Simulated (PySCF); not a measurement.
## Static response to an electric field

Compound: 2-(trifluoromethyl)acrylic acid, C₄H₃F₃O₂.
Structure used (GFN2-xTB), in Å, numbered top down from 1:
```xyz
12
C4H3F3O2 angstrom
C     -0.526    1.306    0.619
C     -0.179    0.145    0.078
C      1.232   -0.243   -0.220
O      1.557   -1.278   -0.730
O      2.102    0.701    0.147
C     -1.203   -0.902   -0.296
F     -2.452   -0.510    0.006
F     -1.200   -1.168   -1.607
F     -1.006   -2.057    0.349
H     -1.556    1.554    0.817
H      0.226    2.034    0.874
H      3.006    0.416   -0.064
```

Level: PBE0/def2-SVPD (PySCF), static field, nuclei fixed, core orbitals frozen in the response. The polarisability tensor in these axes (au):

```
x   62.35 -3.41 -3.32
y   -3.41 64.23 10.61
z   -3.32 10.61 46.34
```

What are the eigenvalues, a third of the trace, and Δα (Δα² = ½Σ(αi − αj)² over the three pairs)?

Principal values 41.29, 60.23 and 71.41 au; mean 57.64 au = 8.54 Å³ = 9.50 × 10⁻⁴⁰ C²·m²/J; Δα = 26.38 au (46 % of the mean).

What is the dipole moment, and where does it point?

(1.32, 3.56, 1.49) D, 4.08 D in size, pointing from the negative to the positive side. Measured along this direction, the outermost atoms are F9 and F8 at the negative end and H11 at the positive end.

Directions of the eigenvectors, and the extent of the frame along each?

Largest value along (-0.45, 0.80, 0.40), where the nuclei span 4.28 Å; middle along (0.89, 0.44, 0.12), 5.26 Å; least along (0.08, -0.41, 0.91), 2.16 Å. The strongest response doesn't lie along the longest of the three spans.

What depolarisation ratio follows for Rayleigh scattering of linearly polarised light, taking the static tensor?

ρ = 3Δα²/(45ᾱ² + 4Δα²) = 2086.9/(149514 + 2782.6) = 0.0137.

Traceless (Buckingham) quadrupole moment about the centre of nuclear charge: eigenvalues?

-4.00, -2.27, 6.28 D·Å. The values depend on the origin, since the dipole doesn't vanish. The electronic extent ⟨r²⟩ about the same centre is 1059 bohr², a root-mean-square distance of 2.06 Å for the 70 electrons.

In a dilute gas of rigid molecules at 350 K, how does the orientational term μ²/3kT compare with the electronic polarisability?

In Gaussian units μ²/3kT = 114.82 Å³ against 8.54 Å³, a ratio of 13.44; the Debye molar polarisation (4π/3)N_A(α + μ²/3kT) is 311.2 cm³/mol, leaving out the vibrational part.

Find the Langevin capture rate constant for O2+ (31.990 u) meeting this molecule (140.009 u), k = 2.342 × 10⁻⁹ cm³/s × √(α in Å³ / reduced mass in u).

The reduced mass is 26.04 u, so k = 1.34 × 10⁻⁹ cm³/s. The formula leaves out the permanent dipole, which adds to the capture rate.

One conformer (not necessarily the lowest) at the GFN2-xTB geometry, without solvent, vibrations or thermal averaging.

The run behind these numbers computed excited states as well. On an AMD EPYC 9R45 with one thread, shared host with 96 logical CPUs at a one-minute load of 27, this took 18 s of wall time and 0.88 GiB of memory at its peak.
